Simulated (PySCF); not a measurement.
CH2Cl, SMILES Cl[CH2], multiplicity 2. Atoms are numbered in the order given.

```xyz
4

C      0.0000     0.0000     1.1120
Cl     0.0000     0.0000    -0.5825
H      0.0000     0.9539     1.6150
H      0.0000    -0.9539     1.6150
```
Charge 0, spin multiplicity 2.

Geometry: r2SCAN-D4/def2-TZVP. The isomer is the one that the SMILES or the coordinates give; other isomers of the formula were not compared.

Calculation: PBE0/pcH-1 in PySCF.

Unrestricted Kohn–Sham, ⟨S²⟩ = 0.755. Hyperfine tensors hold the contact and dipolar terms, without spin-orbit corrections.

Computed hyperfine couplings:
```csv
nucleus,A(iso) (MHz),A(iso) (G),dipolar principal values (MHz)
13C no. 1,102.8,36.7,"-80.8, -80.7, 161.5"
35Cl no. 2,5.4,1.9,"-34.9, -22.2, 57.2"
1H no. 3,-72.9,-26.0,"-38.2, -1.2, 39.4"
1H no. 4,-72.9,-26.0,"-38.2, -1.2, 39.4"
```

### Question
And the g tensor (effective nuclear charges for spin-orbit coupling, GIAO)? (An estimate is asked for; the answer gives what the named calculation found.)

### Answer
principal values 2.0016, 2.0082, 2.0098; isotropic 2.0066.
